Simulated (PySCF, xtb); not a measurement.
I3In, SMILES [I][In+]([I])[I] (connectivity only; charge and spin as stated), charge +1, multiplicity 2.

Harmonic wavenumbers (cm⁻¹) from GFN2-xTB run with xtb at its own minimum, in rising order: 34, 34, 49, 129, 193, 193.

Q: What does PBE-D3(BJ)/def2-SVP run with PySCF give at its own minimum? (Estimate from the structure and the level; the computed values follow.)

A: 17, 17, 50, 135, 192, 192. Paired by order, the mean absolute difference is 7 cm⁻¹ and the zero-point energies are 0.9 and 0.9 kcal/mol.
